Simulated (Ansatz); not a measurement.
A made-up structure of BH₃BrO (charge +1), closed shell:

```
atom    x (Å)    y (Å)    z (Å)
  O1   0.4839   0.4261  -0.4291
  B2  -0.3247  -0.5152   0.3415
 Br3  -1.7995   0.1799   1.1828
  H4  -0.0897   0.4006   0.9962
  H5   1.2853   0.1541  -0.9110
  H6   0.0927  -1.6182   0.3156
```

It is relaxed with PBE-D4/def2-SVP and then PBE0-D4/def2-TZVP (Ansatz 0.2.0). Atoms count as bonded within 1.22 times the sum of their covalent radii (H–H: 0.88 Å). The end point is not checked to be a true minimum.

(1) Does its bonding change? (Judge from chemistry; the calculation decides.)

## Answers

(1) By the calculation: Yes. Formed: none; broken: B2–H4.

Where it ends: The first stage lowers the energy by 3.03 eV in 14 steps. It ends as BH₃BrO ([OH][BH][BrH]), total charge +1:
```
6
angstrom
O 0.7462 0.1966 -0.3845
B -0.0188 -0.7244 0.1154
Br -1.3978 0.0660 1.4498
H -0.9668 1.4340 1.3184
H 1.4318 -0.0496 -1.0221
H -0.1466 -1.8953 0.0192
```

Labels in which every atom is bracketed show which atoms are joined, not bond orders.

For scale, one of the runs: PBE0-D4/def2-TZVP relaxation, 128 basis functions, launched by `ansatz run in.yaml --threads 2 --pin off --events-out ev --progress --plain --max-ram 4352MiB`. The run took about 15 s on 2 CPU threads of an Arm Neoverse V2 (shared host).
